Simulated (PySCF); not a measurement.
BF2, SMILES F[B-]F (connectivity only; charge and spin as stated), charge -1, multiplicity 1.

Geometry optimised at PBE-D3(BJ)/def2-TZVPD.

Level of theory: PBE-D3(BJ)/def2-TZVPD run with PySCF.

No scaling factor is applied to the harmonic values.

### Question
List the normal modes with their intensities. (Estimate from the structure and the level; the computed values follow.)

### Answer

```csv
mode,ν (cm⁻¹),IR (km/mol),moving atoms (share of kinetic energy)
1,501,0.0,"F 84 %, B 16 %"
2,925,65.5,"B 62 %, F 38 %"
3,957,168.8,"B 69 %, F 31 %"
```
